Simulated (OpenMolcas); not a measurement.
# Sc II: effect of the basis set

- Program: OpenMolcas 26.06
- Method: CASSCF
- Active space: 2 electrons in 6 orbitals (3d 4s)
- State averaging: 2S+1 = 3 even, 15 roots; 2S+1 = 1 even, 21 roots kept (CI in the orbitals of an earlier block)
- Spin-orbit coupling: state interaction with AMFI integrals over the reference wave functions, term energies averaged over their components

A. ANO-RCC-VDZP [5s4p2d1f], DKH2, point nucleus; cost of the order of 9 core-seconds
B. ANO-L-VTZP [6s5p3d2f1g], non-relativistic, point nucleus; cost of the order of 25 core-seconds
C. ANO-RCC-VTZP [6s5p3d2f1g], DKH2, point nucleus; cost about 10 core-seconds
D. ANO-R2 [6s5p4d2f1g], X2C, finite nucleus; cost about 14 core-seconds
E. ANO-R3 [7s5p5d3f2g], X2C, finite nucleus; cost about 13 core-seconds
F. ANO-RCC-VQZP [7s6p4d3f2g1h], DKH2, point nucleus; cost about 15 core-seconds

Energies in cm-1 above 3d 4s 3D1, the measured ground level; measured values from NIST Handbook of Basic Atomic Spectroscopic Data.

```tsv
Level	A	B	C	D	E	F	Measured
3d 4s 3D1	0.0	0.0	0.0	0.0	0.0	0.0	0.0
3d 4s 3D2	61.7	63.0	62.2	63.3	61.7	62.8	67.7
3d 4s 3D3	157	161	159	161	157	160	178
3d 4s 1D2	4196	4071	4249	4262	4237	4248	2541
3d2 3F2	5235	4251	5486	5459	5361	5458	4803
3d2 3F3	5329	4337	5581	5555	5454	5554	4884
3d2 3F4	5454	4465	5708	5684	5580	5682	4988
3d2 3P0	15036	14229	15418	15426	15309	15406	12074
3d2 3P1	15069	14262	15451	15460	15342	15440	12102
3d2 3P2 [61 %]	15095	14289	15454	15459	15363	15436	
3d2 1D2 [61 %]	15317	14512	15631	15636	15567	15610	
3d2 1G4	17859	17112	18290	18306	18185	18282	14261
4s2 1S0	18111	19964	18482	18659	18491	18671	11736
3d2 1S0	38676	38568	39309	39407	39294	39338	25955
```

Deviations, from unrounded energies. A percentage is the sum of absolute deviations over the sum of measured energies, with the sign that they share, or ± where signs differ.

```
                        Against measurement  Levels      A      B      C      D      E      F
             mean absolute deviation (cm-1)      11   2900   2800   3200   3200   3100   3200
      fine structure of the ground term (%)       2  -10.7   -8.8  -10.1   -8.4  -10.8   -9.1
other terms of the ground configuration (%)       1  +65.1  +60.2  +67.2  +67.7  +66.8  +67.2
                   other configurations (%)       8  +33.0  ±32.6  +36.3  +36.5  +35.5  +36.4
```

A, B lie about equally close to measurement and D furthest from it. The largest miss of B in the table is 3d2 1S0, by +13000 cm-1. The ranking rests on the paired levels alone, and a cruder setting can come out closer through cancelling errors.

Among A to F the level of the table that moves most is 4s2 1S0, by 1900 cm-1 (lowest in A, highest in B).

Without dynamic correlation excited terms often stand tens of per cent too high (terms of higher spin than the ground term too low), and those without a measured partner can miss by more than the paired ones. Terms from blocks run as CI alone lack orbitals of their own. A single d shell beside an s shell can misplace configurations of different d count against each other. Some levels mix across a computed gap that differs much from the measured one, so their mixing is not that of the real levels (holds for B). Configurations are named by rounded mean occupations; where the s occupation lies near a half they are strongly mixed, a name can repeat and a true partner stay unpaired (holds for B). Computed and measured levels are paired by configuration, term and J; levels that our copy of the source lacks, or whose pairing is in doubt (as where it misses far off the trend of its configuration), stay unpaired and out of the deviations. Only configurations of the active space appear.

A share in square brackets marks a mixed level and gives the weight of the term that names it, the lowest over the columns.
